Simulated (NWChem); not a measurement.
# InAsH4; SMILES [AsH2][InH2]

```xyz
6

In    -0.0587     1.1424    -0.0094
As    -0.1327    -1.4606     0.0804
H      0.7319    -1.5757    -1.1716
H     -1.4342    -1.4983    -0.7152
H      1.4572     1.9344    -0.3022
H     -1.5060     2.0410     0.3207
```
Atoms are numbered in this order, from 1.

Level: PBE0/def2-SVP with def2 effective core potentials on In (NWChem), optimised geometry, unscaled harmonic frequencies. def2 effective core potentials on In; no spin-orbit coupling.

```
frequency (cm⁻¹)  IR intensity (km/mol)
----------------  ---------------------
151                                 2.2
214                                 6.3
309                                28.2
414                                51.6
562                                52.3
592                                 3.8
608                               262.8
993                                25.7
1771                              189.7
1777                              295.9
2210                               66.8
2226                               84.7
```

```
Property                                                                           Result
-----------------------------------------------------------------------  ----------------
zero-point energy                                                           16.9 kcal/mol
thermal correction to the enthalpy at 298.15 K (with zero-point energy)     20.8 kcal/mol
heat capacity Cv                                                         16.4 cal/(mol K)
entropy at 298.15 K and 1 atm (symmetry number 1)                        75.4 cal/(mol K)
```

Rigid rotor and harmonic oscillator.
